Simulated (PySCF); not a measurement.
Si(F)3(Et) (C₂H₅F₃Si), SMILES CC[Si](F)(F)F.

Geometry optimised at B3LYP-D3(BJ)/def2-SVP. One conformer was computed; it need not be the lowest.

Two levels are set side by side: TDDFT-PBE/def2-SVPD (PySCF) and TDDFT-CAM-B3LYP/def2-SVPD (PySCF). Vertical, same geometry. The lowest singlet is HOMO→LUMO 99 % with PBE and HOMO→LUMO 92 % with the other functional; states are paired by order. Differences are taken from unrounded values.

```csv
quantity,TDDFT-PBE
lowest singlet excitation (eV),7.75
lowest triplet excitation (TDA) (eV),7.52
first bright state (f over 0.05) (eV),8.47
its oscillator strength,0.08
```

Question: These are the TDDFT-PBE values. What does TDDFT-CAM-B3LYP give? (The exact figures need the calculation; the answer reports its results.)

Answer: 
| quantity | TDDFT-CAM-B3LYP | TDDFT-PBE minus TDDFT-CAM-B3LYP |
|---|---|---|
| lowest singlet excitation (eV) | 8.79 | -1.04 |
| lowest triplet excitation (TDA) (eV) | 8.47 | -0.95 |
| first bright state (f over 0.05) (eV) | 9.55 | -1.08 |
| its oscillator strength | 0.13 | -0.05 |

A lower first singlet is the usual sign of a functional without exact exchange. Differences between two approximate levels are no errors against the true value.

Rough cost on one machine, each run with all the roots and properties that it gave: TDDFT-CAM-B3LYP against TDDFT-PBE about 8 times.
